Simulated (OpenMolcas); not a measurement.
**Cr3+: CASPT2 settings compared**

```yaml
Program: OpenMolcas
Basis: ANO-R3 [7s5p5d3f1g]
Scalar_Hamiltonian: X2C, finite nucleus
Active_space: 3 electrons in 5 orbitals (3d)
State_averaging: 2S+1 = 4 even, 10 roots; 2S+1 = 2 even, 28 roots kept (CI in the orbitals of an earlier block)
Spin-orbit_coupling: state interaction with AMFI integrals over the reference wave functions, term energies averaged over their components
```

Methods on the same reference wave functions:
A. CASSCF
B. SS-CASPT2, IPEA 0.2 Eh, imaginary shift 0.1 Eh (closed shells correlated: 3s 3p)
C. SS-CASPT2, IPEA 0 Eh, real shift 0.25 Eh (closed shells correlated: 3s 3p)
D. SS-CASPT2, IPEA 0.4 Eh, sigma1 regulariser 0.4 Eh (closed shells correlated: 3s 3p)

Energies in cm⁻¹ above 3d³ ⁴F_3/2, the measured ground level; measured values from Sugar and Corliss, J. Phys. Chem. Ref. Data 6, 317 (1977).

```json
{"Level": "3d³ ⁴F_3/2", "A": "0.0", "B": "0.0", "C": "0.0", "D": "0.0", "Measured": "0.0"}
{"Level": "3d³ ⁴F_5/2", "A": "243", "B": "245", "C": "245", "D": "245", "Measured": "236"}
{"Level": "3d³ ⁴F_7/2", "A": "575", "B": "578", "C": "578", "D": "578", "Measured": "556"}
{"Level": "3d³ ⁴F_9/2", "A": "990", "B": "991", "C": "991", "D": "991", "Measured": "946"}
{"Level": "3d³ ⁴P_1/2", "A": "17795", "B": "14420", "C": "14200", "D": "14620", "Measured": "14059"}
{"Level": "3d³ ⁴P_3/2", "A": "17905", "B": "14530", "C": "14310", "D": "14730", "Measured": "14177"}
{"Level": "3d³ ²G_7/2", "A": "18114", "B": "15050", "C": "14690", "D": "15330", "Measured": "15052"}
{"Level": "3d³ ⁴P_5/2", "A": "18186", "B": "14810", "C": "14580", "D": "15010", "Measured": "14471"}
{"Level": "3d³ ²G_9/2", "A": "18466", "B": "15400", "C": "15040", "D": "15690", "Measured": "15402"}
{"Level": "3d³ ²P_1/2", "A": "23979", "B": "20950", "C": "20690", "D": "21140", "Measured": "19519"}
{"Level": "3d³ ²H_9/2", "A": "24016", "B": "21130", "C": "20890", "D": "21310", "Measured": "21066"}
{"Level": "3d³ ²P_3/2 [73 %]", "A": "24115", "B": "21560", "C": "21280", "D": "21790", "Measured": ""}
{"Level": "3d³ ²H_11/2", "A": "24289", "B": "21410", "C": "21170", "D": "21580", "Measured": "21321"}
{"Level": "3d³ ²D_3/2 [73 %]", "A": "26160", "B": "20190", "C": "19820", "D": "20500", "Measured": "20650"}
{"Level": "3d³ ²D_5/2", "A": "26408", "B": "20930", "C": "20520", "D": "21270", "Measured": "20664"}
```

Deviations, from unrounded energies. A percentage is the sum of absolute deviations over the sum of measured energies, with the sign that they share, or ± where signs differ.

```
                        Against measurement  Levels      A     B     C     D
             mean absolute deviation (cm-1)      13   3000   260   280   400
      fine structure of the ground term (%)       3   +4.1  +4.4  +4.5  +4.4
other terms of the ground configuration (%)      10  +22.1  ±1.9  ±2.0  ±2.9
```

B, C lie about equally close to measurement and A furthest from it. The largest miss of B in the table is 3d³ ²P_1/2, by +1400 cm-1. The ranking rests on the paired levels alone, and a cruder setting can come out closer through cancelling errors.

Among B to D the level of the table that moves most is 3d³ ²D_5/2, by 750 cm-1 (lowest in C, highest in D). Moves below CASPT2's spread within the term are not significant.

The mean deviations of B to D differ by less than CASPT2's widest spread within a term (880 cm-1), so their order carries little weight.

From A to B the spin-free energies of the other terms of 3d³ shown, above ⁴F, scale by factors of 0.79 to 0.88, as is usual when dynamic correlation screens the repulsion within a d or f shell.

The lowest spin-free term lies below A's lowest term by 0.360 hartree in B, 0.365 hartree in C, 0.355 hartree in D.

CASPT2 does not keep the components of a term degenerate, so their means are used; among the terms shown or strongly mixed into the levels shown the widest spread is 880 cm-1 (3d³ ⁴F, C). Terms from blocks run as CI alone lack orbitals of their own. Without dynamic correlation excited terms often stand tens of per cent too high (terms of higher spin than the ground term too low), and those without a measured partner can miss by more than the paired ones (holds for A). The CASPT2 spread within a term exceeds the gap to the next term for 3d³ ²P and 3d³ ²H, so the order of their levels is uncertain (holds for B; C; D). Measured partners are found by configuration, term and J. A level has none where our copy of the source lacks it or the pairing is in doubt (some pairs that miss far off the trend of their configuration count as doubtful), and it then counts in no deviation. Levels of configurations outside the active space are missing.

A share in square brackets marks a mixed level and gives the weight of the term that names it, the lowest over the columns.
